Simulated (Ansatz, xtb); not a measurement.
**A geometry optimisation of CH5AlO3 with r2SCAN-D4/def2-SVP**

The starting geometry of this gas-phase singlet was built from a drawn formula by distance geometry and a force field; its bonds are those of `O[C](O)(O)[AlH2]`.

```csv
atom,x (Å),y (Å),z (Å)
C,-1.8286,2.0201,0.0646
Al,-0.1402,2.4175,-0.8976
O,-1.6096,0.9969,1.0188
O,-2.8318,1.6816,-0.8425
O,-2.2403,3.1741,0.7313
H,-2.4528,0.7826,1.4760
H,-2.5699,0.7822,-1.2270
H,-2.5556,3.8459,0.0975
H,1.1733,1.5908,-0.5153
H,-0.0840,3.5446,-1.9981
```

Problem. Where would you expect an optimisation with r2SCAN-D4/def2-SVP to take it?

Solution. It rearranges, giving a structure given below by its coordinates. Contacts that open: C1–O5 (1.39 → 3.24 Å). Contacts that close: Al2–O5 (2.76 → 1.72 Å).

The energy falls by 1.57 eV over 36 steps:

| step | E − E(last) (eV) |
| --- | --- |
| 1 | 1.566 |
| 5 | 1.316 |
| 9 | 1.045 |
| 13 | 0.937 |
| 17 | 0.765 |
| 20 | 0.273 |
| 24 | 0.101 |
| 28 | 0.016 |
| 32 | 0.001 |
| 36 | 0.000 |

Final geometry (Å):

```xyz
10

C    -1.8800    1.2372    0.1663
Al   -0.6059    2.8083   -0.4434
O    -2.1066    0.5853    1.2665
O    -2.5340    0.8174   -0.8614
O    -0.8981    4.3159    0.3295
H    -2.7572   -0.1320    1.1093
H    -2.1873    1.4919   -1.5908
H    -1.6611    4.8886    0.2340
H     0.8876    2.2654   -0.3862
H    -1.3970    2.5582   -1.9159
```

From the same start GFN2-xTB reaches the same bonding as this run.

No frequencies were run, so the end isn't proven a minimum. Run with Ansatz 0.2.0, 78 s on 2 threads of Arm Neoverse V2 (shared host).
